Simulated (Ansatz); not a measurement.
C₆H₃ClHf, SMILES `C#[C][Hf]([Cl])([C]#C)[C]#C`. The species carries charge 0 and has multiplicity 1. Hf: def2 effective core potential. The geometry is a stationary point of PBE0-D4/def2-TZVP.

```xyz
11

C     0.650   -0.323   -3.115
C     0.666   -0.123   -1.916
Hf    0.665    0.223    0.219
Cl    2.771    0.930    0.915
C     0.130   -1.615    1.226
C    -0.186   -2.647    1.784
C    -0.814    1.732    0.683
C    -1.656    2.570    0.938
H     0.635   -0.498   -4.168
H    -0.464   -3.554    2.273
H    -2.397    3.305    1.161
```

Question: What is the dipole moment at ωB97M-V/def2-TZVPP? (An estimate is asked.)

Answer: Ansatz gave: 1.64 D, with components (-1.48, -0.50, -0.49) D in this frame, pointing from negative to positive charge.

Question: And with PBE, r2SCAN, B3LYP? (Estimate.)

Answer: Computed: PBE 1.64 D, r2SCAN 1.79 D, B3LYP 1.70 D.

Question: Give the Mulliken charges with ωB97M-V, PBE, r2SCAN in def2-TZVPP. (An estimate is asked.)

Answer: Computed: 
```
atom  ωB97M-V    PBE  r2SCAN
  C1    -0.21  -0.16   -0.24
  C2    -0.27  -0.22   -0.27
 Hf3     0.98   0.74    1.12
 Cl4    -0.20  -0.21   -0.24
  C5    -0.27  -0.22   -0.27
  C6    -0.21  -0.16   -0.24
  C7    -0.27  -0.22   -0.27
  C8    -0.21  -0.16   -0.24
  H9     0.23   0.21    0.22
 H10     0.23   0.21    0.22
 H11     0.23   0.21    0.22
```

B3LYP here is the variant with VWN-RPA as its local correlation; programs differ in this.
